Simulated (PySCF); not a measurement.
A structure optimised at B3LYP-D3(BJ)/def2-TZVP, used in a PySCF frequency run:

```
Si
H 1 1.4844
H 1 1.4844 2 111.01
Cl 1 2.0680 2 108.33 3 -118.83
```
Charge 0, spin multiplicity 2.

Write its SMILES, formula and point group.

[SiH2]Cl, ClH2Si, Cs

What are its rotational constants (standard atomic weights)?

129.46, 6.9132, 6.7174 GHz
